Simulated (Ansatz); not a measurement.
AlFH3NS, SMILES `[NH2][Al]([F])[SH]`. Total charge 0; spin multiplicity 1.

```
atom   x (Å)   y (Å)   z (Å)
  N1   0.603  -0.727  -1.118
 Al2  -0.203  -0.100   0.305
  F3  -0.975  -1.142   1.323
  S4  -0.216   2.021   0.771
  H5   0.636  -1.701  -1.372
  H6   1.097  -0.167  -1.793
  H7  -0.942   1.816   1.884
```

List the harmonic frequencies (cm⁻¹, unscaled) at PBE0-D4/def2-TZVP in Ansatz. (Estimate.)

Computed: 152, 186, 204, 246, 346, 369, 466, 627, 678, 808, 917, 1564, 2710, 3619, 3710.

Is this a minimum?

Yes, all 15 modes are real.

Give the ideal-gas thermochemistry at 298.15 K and 1 bar (rigid rotor, harmonic oscillator; point group Cs, symmetry number 1).

Zero-point energy 99.3 kJ/mol; H(298) − E = 118.7 kJ/mol; entropy 330.4 J/(mol·K), of which translation 165.7, rotation 110.9, vibration 53.8; G(298) − E = 20.2 kJ/mol.

And at 400, 500, 600, 800 and 1000 K?


| T (K) | H − E (kJ/mol) | S (J/mol/K) | G − E (kJ/mol) |
| --- | --- | --- | --- |
| 400 | 129.0 | 360.0 | -15.0 |
| 500 | 140.0 | 384.5 | -52.3 |
| 600 | 151.5 | 405.5 | -91.8 |
| 800 | 175.9 | 440.6 | -176.5 |
| 1000 | 201.6 | 469.2 | -267.6 |
